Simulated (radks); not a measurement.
Values are calculated unless marked as measured or tabulated.
Task: Coherent X-ray form factor from a spherical all-electron density. Code: a radial shooting solver on a logarithmic mesh with Libxc functionals. Model: scalar-relativistic Kohn-Sham, PBE, spin-unpolarised, spherical densities, finite nucleus; Fermi nuclear charge, rms radius of each element as measured or else 0.836 A^(1/3) + 0.57 fm.

sin(theta)/lambda (1/angstrom),f0 (electrons)
0.05,48.935
0.1,46.374
0.15,43.324
0.2,40.302
0.25,37.444
0.3,34.769
0.4,30.003
0.5,26.110
0.6,23.099
0.8,19.066
1,16.356
1.25,13.477
1.5,10.912
2,7.354

The species is in the configuration that NIST lists as its ground one. Which atom or ion scatters so?

Result: Neutral tin, [Kr] 4d10 5s2 5p2. Extrapolating in s^2 from the first two rows gives f0(0) = 49.8, near the electron count 50; among species with that count, the fall with angle is slower the higher Z, and the table is that of Z = 50; from so few rows the species is fixed only to a neighbour or two.
